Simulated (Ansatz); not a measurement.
Total energies of Ge19H28, a nanocrystal cut from cubic germanium from Ansatz at HF/def2-TZVP, gas phase (1 Eh = 27.2114 eV = 2625.5 kJ/mol). The reference geometry is relaxed at PBE-D4/def2-SVP.

Cartesian coordinates in Å:
```
Ge 2.621 -1.903 -2.719
Ge -0.418 0.128 -4.206
Ge 2.489 -3.237 1.102
Ge -0.535 -1.096 -0.401
Ge -0.680 -2.507 3.337
Ge 1.799 0.546 2.372
Ge -3.798 -0.425 1.811
Ge 1.931 1.863 -1.401
Ge -1.280 2.603 0.864
Ge -3.669 0.874 -1.912
Ge 3.925 -2.654 -0.791
Ge 0.914 -0.226 -2.177
Ge -2.377 1.555 -3.874
Ge 3.241 1.507 0.639
Ge 0.783 -1.550 1.615
Ge -2.312 0.517 0.100
Ge -2.644 -1.140 3.845
Ge 0.091 2.233 2.861
Ge 0.219 3.525 -0.840
H 3.572 -1.340 -3.818
H 1.887 -3.136 -3.326
H -0.905 -1.269 -4.694
H 0.489 0.723 -5.326
H 1.745 -4.564 0.763
H 3.358 -3.500 2.368
H -1.187 -2.430 -0.890
H -1.166 -3.893 2.818
H 0.143 -2.759 4.636
H 2.641 0.263 3.657
H -4.503 -1.665 1.184
H -4.906 0.612 2.165
H 2.856 2.422 -2.528
H -2.408 3.634 1.185
H -4.384 -0.471 -2.237
H -4.776 1.929 -1.612
H 4.767 -3.901 -1.197
H 4.916 -1.535 -0.366
H -3.286 1.477 -5.138
H -1.923 3.032 -3.711
H 4.472 0.598 0.364
H 3.767 2.887 1.139
H -2.212 0.107 4.665
H -3.627 -1.967 4.728
H -0.786 1.810 4.073
H 0.804 3.570 3.228
H -0.571 3.966 -2.105
H 0.924 4.785 -0.252
```

| state | geometry | energy (Eh) |
| --- | --- | --- |
| charge 0 singlet | reference | -39448.60956 |
| charge 1 doublet | reference | -39448.32194 |
| charge -1 doublet | reference | -39448.56533 |
| free Ge atom (triplet) | – | -2075.32100 |
| free H atom (doublet) | – | -0.49981 |

Single mean-field runs in def2-TZVP are fitted with def2-universal-jkfit.

Question: Work out the vertical ionisation energy to the doublet.

Answer: E(charge 1 doublet) − E(charge 0 singlet) = -39448.32194 − (-39448.60956) = 0.28762 Eh = 7.83 eV. For comparison, −ε of the highest occupied level is 8.87 eV at this level, 1.04 eV more.

Question: Work out the vertical electron affinity, to the doublet.

Answer: E(charge 0 singlet) − E(charge -1 doublet) = -39448.60956 − (-39448.56533) = -0.04423 Eh = -1.20 eV; negative, so the extra electron isn't bound. The basis lacks diffuse functions, which makes affinities too small.

Question: Give the fundamental gap IE − EA, the Mulliken electronegativity (IE + EA)/2 and the hardness (IE − EA)/2.

Answer: From the values in Eh: IE − EA = 0.28762 − (-0.04423) = 0.33185 Eh = 9.03 eV; (IE + EA)/2 = 3.31 eV; (IE − EA)/2 = 4.52 eV. The HOMO–LUMO gap of the same run is 10.65 eV, 1.62 eV larger than the fundamental gap.

Question: What is the binding energy per atom against free atoms?

Answer: Atoms: 19 × (-2075.32100) + 28 × (-0.49981) = -39445.09368 Eh. Binding: -39445.09368 − (-39448.60956) = 3.51588 Eh = 95.67 eV, or 2.04 eV for each of 47 atoms (no zero-point energy, no counterpoise term).

At HF/def2-TZVP the highest occupied level of the charge -1 doublet lies above zero (up to 0.39 eV). Energy differences disagree on whether the electron is bound (positive means bound): -1.20 eV (vertical, against the charge 0 singlet, at HF/def2-TZVP), but 0.69 eV at PBE-D4/def2-TZVP.
